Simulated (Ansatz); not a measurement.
Which isomer of BGeH7OSi gives these data?

These gas-phase data were calculated for one isomer of BGeH7OSi at B3LYP-D3(BJ)/def2-SVP (harmonic, unscaled wavenumbers; equilibrium rotational constants with average atomic masses):

| Property | Result |
| --- | --- |
| rotational constants | 8.688, 1.367, 1.216 GHz |
| all wavenumbers above 1500 cm⁻¹ | 2564, 2272, 2255, 2249, 2106, 2105, 2096 |

Candidates:

(1) `BO[SiH2][GeH3]`, a singlet
(2) `[SiH3]O[BH][GeH3]`, a singlet

Which candidate do the data belong to?

Candidate (2). 1 mode lies between 2350 and 2900 cm⁻¹, one for each B–H bond, while (1) has 2.

The same quantities for all candidates:

```tsv
	rotational constants (GHz)	wavenumbers above 1500 cm⁻¹	E above the lowest, B3LYP-D3(BJ)/def2-SVP (kcal/mol)
(1)	6.683, 1.712, 1.41	2625, 2522, 2239, 2234, 2137, 2132, 2117	0.0
(2)	8.688, 1.367, 1.216	2564, 2272, 2255, 2249, 2106, 2105, 2096	6.0
```

Harmonic stretches to hydrogen usually lie a few per cent above observed fundamentals. Each candidate is one conformer. Programs: Ansatz 0.2.0.
